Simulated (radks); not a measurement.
Dipole-allowed excitations along the series with 46 electrons in [Kr] 4d10. Method: scalar-relativistic Kohn-Sham, LB94 model potential, spin-unpolarised, spherical densities, finite nucleus; Fermi nuclear charge, rms radius of each element as measured or else 0.836 A^(1/3) + 0.57 fm; computed with a radial shooting solver on a logarithmic mesh with Libxc functionals. Time-dependent linear response with the Hartree and adiabatic LDA kernel, continuum included through the Sternheimer equations, no spin-orbit coupling, so fine structure and intercombination lines are absent. Lines are the poles of the dipole polarisability below minus the highest occupied eigenvalue, found on a grid refined at the orbital gaps; the lowest seven at most are given, and weak or close lines can be missed. The first line takes the name of the lowest orbital gap if no other gap lies below it; otherwise a line is named after a gap within 0.6 % of it, if that gap stands alone.

| species | -e(HOMO) (eV) | lowest orbital gap (eV) | first line (eV) | f | static alpha (bohr^3) |
|---|---|---|---|---|---|
| Pm15+ | 431.94 | 4d-4f 128.88 | 160.45 (unassigned) | 8.29 | 0.2860 |
| Sm16+ | 475.21 | 4d-4f 134.82 | 167.78 (4d-4f) | 7.60 | 0.2522 |
| Eu17+ | 520.26 | 4d-4f 140.72 | 174.93 (4d-4f) | 7.22 | 0.2237 |
